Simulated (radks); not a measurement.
The numbers below are computed, except where a source is named.
Polarisability of the barium ion Ba2+, [Xe], at imaginary frequency. Code: a radial shooting solver on a logarithmic mesh with Libxc functionals. Model: scalar-relativistic Kohn-Sham, LDA (Slater exchange, Perdew-Wang correlation), spin-polarised, spherical densities, finite nucleus; Fermi nuclear charge, rms radius 4.8378 fm. Response by self-consistent Sternheimer equations with the Hartree and adiabatic LDA kernel, the relativistic mass of each level held fixed and spin-orbit coupling left out.

w (hartree)  alpha1(iw) (bohr^3)  alpha2(iw) (bohr^5)
0.00266                    10.71                47.36
0.0143                     10.71                47.35
0.0360                     10.69                47.30
0.0697                     10.64                47.12
0.118                      10.51                46.68
0.186                      10.22                45.72
0.280                      9.657                43.82
0.413                      8.680                40.39
0.605                      7.195                34.85
0.892                      5.321                27.14
1.35                       3.435                18.27
2.12                       1.933                10.16
3.59                      0.9387                4.450
6.94                      0.3520                1.422
17.5                     0.07785               0.2582

Static values: alpha1 = 10.71 bohr^3 (1.587 angstrom^3; uncoupled 18.17), alpha2 = 47.36 bohr^5, alpha3 = 399.1 bohr^7. C6 = 78.78, C8 = 1865, triple-dipole C9 = 608.8 atomic units. One-pole (London) frequency 4 C6 / (3 alpha1^2) = 0.916 hartree, against 1.142 for minus the highest occupied eigenvalue.
